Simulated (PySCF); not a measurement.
Sr₃, singlet: data card

Level of theory: PBE0/[Sr def2-TZVP with ECP28], scalar-relativistic core potentials, density fitting, no spin–orbit coupling, PySCF.

The structure is a minimum.

```xyz
3
charge 0 multiplicity 1, angstrom
Sr    1.2470    2.1599    0.0000
Sr   -2.4940    0.0000    0.0000
Sr    1.2470   -2.1599    0.0000
```

| Item | Value |
| --- | --- |
| Point group | D3h |
| Bond lengths | Sr–Sr 4.320 Å (×3) |
| Bond angles | Sr–Sr–Sr 60.0° (×3) |
| Enthalpy at 298.15 K above 0 K | 16.28 kJ/mol |
| Dipole moment | 0.00 D |
| Lowest empty level | -1.68 eV |
| Heat capacity Cp at 298.15 K | 58.0 J/(mol K) |
| Rotational symmetry number | 6 |
| Zero-point energy | 1.1 kJ/mol |
| Principal quadrupole moments (Buckingham, traceless) about the centre of mass | -0.77, -0.77, 1.53 D Å |
| Entropy at 298.15 K and 1 bar | 353.4 J/(mol K) |
| Rotational constants | 0.02055, 0.02055, 0.01028 cm⁻¹ |
| Principal polarisabilities | 417.0, 742.0, 742.0 bohr³ |
| Atomisation energy without zero-point energy | 70 kJ/mol |
| Highest occupied level | -3.60 eV |

Harmonic modes (masses in u: Sr 87.906):
```json
{"symmetry": "e'", "ω (cm⁻¹)": "60", "IR (km/mol, summed over degenerate members)": "0.3", "μ (u)": "87.91"}
{"symmetry": "a1'", "ω (cm⁻¹)": "68", "IR (km/mol, summed over degenerate members)": "0.0", "μ (u)": "87.91"}
```

In D3h the vibrations span e' + a1'. The a1' mode carries no infrared intensity, as symmetry demands.

Charges (e):
```
 atom  Mulliken  Löwdin  polar tensor  Mayer order to Sr1
  Sr1      0.00    0.00          0.00                   –
Sr2,3      0.00    0.00          0.00                0.52
```
Other Mayer orders above 0.3: Sr–Sr 0.52.

Mulliken populations on Sr1 (electrons outside its core potential): s 3.68, p 6.20, d 0.12.

Only a few start shapes were tried, so a lower isomer may exist.

The final relaxation and frequency run took 24 s on 2 threads of a shared Arm Neoverse N1 host, with 99 basis functions and 6 gradients; the process peaked at 0.86 GiB. Launch command: `OMP_NUM_THREADS=2 python axn.py task.json out`.
